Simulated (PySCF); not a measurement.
SMILES Fc1ccc([SiH3])cc1 at its GFN2-xTB optimised geometry (Å):

```
15

F     -1.3403    -3.1689     0.0002
C     -0.6835    -1.9882     0.0000
C     -1.4117    -0.8134     0.0001
C     -0.7267     0.3883     0.0001
C      0.6641     0.4338     0.0000
Si     1.6036     2.0722    -0.0040
C      1.3587    -0.7733     0.0000
C      0.6994    -1.9882     0.0000
H     -2.4900    -0.8501     0.0003
H     -1.2881     1.3112     0.0003
H      0.6370     3.1689     0.0531
H      2.4900     2.1135     1.1615
H      2.4004     2.1601    -1.2303
H      2.4392    -0.7624     0.0001
H      1.2362    -2.9242     0.0001
```

Level of theory: PBE/def2-TZVP (PySCF). Cells within 0.4 Å of a nucleus heavier than hydrogen are left out (blank, or x).

Map of the log10 of the electron density (e/bohr³), floored at −4 on the plane z = 0.0 Å:

```
|000000000000000000000000000|
|000000000000000000000000000|
|000000000000112221000000000|
|000000000001234433210000000|
|000000000001345654322100000|
|000000000012467765543210000|
|000000000112468876654320000|
|000000001233457789765421000|
|0000000134544567xx865421000|
|00000002467655678x765421000|
|000000135798767777654320000|
|000000135788888886543210000|
|00000124568xx8xx86543210000|
|000013456788888887654310000|
|0000246778887678x8876420000|
|000024698xx86678xx886420000|
|000024677888777888775320000|
|00001345678xx88x87654210000|
|00000134568xx8xx86532100000|
|000001246888878887531000000|
|0000002579x9766897420000000|
|0000002479x9645665420000000|
|000000246787533444210000000|
|000000024555422222100000000|
|000000002233210000000000000|
|000000000010000000000000000|
|000000000000000000000000000|
```
Scale: ten equal steps from -4.00 (start of '0') to -0.051 (end of '9'), in the order '0123456789'; x runs from -5.50 to 5.50, y from -5.50 (bottom) to 5.50 (top).
